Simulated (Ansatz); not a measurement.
C6H18MoN4, SMILES `C[N]=[Mo](=[N]C)([N](C)C)[N](C)C`. Charge 0, multiplicity 1. Mo: def2 effective core potential. The structure was optimised at the PBE0-D4/def2-TZVP level. It is one conformer, not always the lowest.

```xyz
29

C    -2.350    0.757   -2.207
N    -1.242    0.517   -1.353
Mo   -0.274   -0.059   -0.026
N    -1.139   -1.035    1.129
C    -2.183   -1.741    1.780
N     0.415    1.515    0.932
C     0.659    2.797    0.313
C     0.728    1.536    2.342
N     1.160   -1.173   -0.783
C     1.701   -1.009   -2.113
C     1.795   -2.264   -0.081
H    -2.547    1.832   -2.291
H    -3.263    0.273   -1.843
H    -2.146    0.379   -3.217
H    -3.135   -1.656    1.243
H    -1.935   -2.806    1.862
H    -2.332   -1.357    2.796
H     0.087    3.592    0.815
H     1.722    3.072    0.370
H     0.370    2.781   -0.738
H     1.795    1.743    2.510
H     0.491    0.579    2.805
H     0.157    2.321    2.860
H     1.178   -0.217   -2.648
H     2.770   -0.751   -2.080
H     1.606   -1.939   -2.693
H     1.701   -3.203   -0.647
H     1.342   -2.409    0.899
H     2.869   -2.075    0.063
```

Question: What is the dipole moment at ωB97M-V/def2-TZVPP? (Best estimate.)

Answer: Ansatz gave: 0.45 D, with components (-0.44, -0.09, -0.04) D in this frame, pointing from negative to positive charge.

Question: And with PBE, r2SCAN, B3LYP? (Estimate.)

Answer: Computed: PBE 0.30 D, r2SCAN 0.26 D, B3LYP 0.32 D.

Question: Give the Mulliken charges with ωB97M-V, r2SCAN, PBE in def2-TZVPP. (Estimate.)

Answer: Computed: 
```json
{"atom": "C1", "ωB97M-V": "-0.20", "r2SCAN": "-0.01", "PBE": "-0.15"}
{"atom": "N2", "ωB97M-V": "-0.55", "r2SCAN": "-0.63", "PBE": "-0.54"}
{"atom": "Mo3", "ωB97M-V": "1.03", "r2SCAN": "1.18", "PBE": "0.98"}
{"atom": "N4", "ωB97M-V": "-0.55", "r2SCAN": "-0.63", "PBE": "-0.54"}
{"atom": "C5", "ωB97M-V": "-0.20", "r2SCAN": "-0.01", "PBE": "-0.15"}
{"atom": "N6", "ωB97M-V": "-0.32", "r2SCAN": "-0.32", "PBE": "-0.26"}
{"atom": "C7", "ωB97M-V": "-0.20", "r2SCAN": "-0.03", "PBE": "-0.15"}
{"atom": "C8", "ωB97M-V": "-0.20", "r2SCAN": "-0.03", "PBE": "-0.15"}
{"atom": "N9", "ωB97M-V": "-0.32", "r2SCAN": "-0.32", "PBE": "-0.26"}
{"atom": "C10", "ωB97M-V": "-0.20", "r2SCAN": "-0.03", "PBE": "-0.15"}
{"atom": "C11", "ωB97M-V": "-0.20", "r2SCAN": "-0.03", "PBE": "-0.15"}
{"atom": "H12", "ωB97M-V": "0.11", "r2SCAN": "0.05", "PBE": "0.09"}
{"atom": "H13", "ωB97M-V": "0.11", "r2SCAN": "0.05", "PBE": "0.10"}
{"atom": "H14", "ωB97M-V": "0.11", "r2SCAN": "0.05", "PBE": "0.09"}
{"atom": "H15", "ωB97M-V": "0.11", "r2SCAN": "0.05", "PBE": "0.10"}
{"atom": "H16", "ωB97M-V": "0.11", "r2SCAN": "0.05", "PBE": "0.09"}
{"atom": "H17", "ωB97M-V": "0.11", "r2SCAN": "0.05", "PBE": "0.09"}
{"atom": "H18", "ωB97M-V": "0.10", "r2SCAN": "0.04", "PBE": "0.07"}
{"atom": "H19", "ωB97M-V": "0.11", "r2SCAN": "0.04", "PBE": "0.08"}
{"atom": "H20", "ωB97M-V": "0.10", "r2SCAN": "0.05", "PBE": "0.08"}
{"atom": "H21", "ωB97M-V": "0.11", "r2SCAN": "0.04", "PBE": "0.08"}
{"atom": "H22", "ωB97M-V": "0.10", "r2SCAN": "0.05", "PBE": "0.09"}
{"atom": "H23", "ωB97M-V": "0.10", "r2SCAN": "0.04", "PBE": "0.07"}
{"atom": "H24", "ωB97M-V": "0.10", "r2SCAN": "0.05", "PBE": "0.09"}
{"atom": "H25", "ωB97M-V": "0.11", "r2SCAN": "0.04", "PBE": "0.08"}
{"atom": "H26", "ωB97M-V": "0.10", "r2SCAN": "0.04", "PBE": "0.07"}
{"atom": "H27", "ωB97M-V": "0.10", "r2SCAN": "0.04", "PBE": "0.07"}
{"atom": "H28", "ωB97M-V": "0.10", "r2SCAN": "0.05", "PBE": "0.08"}
{"atom": "H29", "ωB97M-V": "0.11", "r2SCAN": "0.04", "PBE": "0.08"}
```

B3LYP here is the variant with VWN-RPA as its local correlation; programs differ in this.
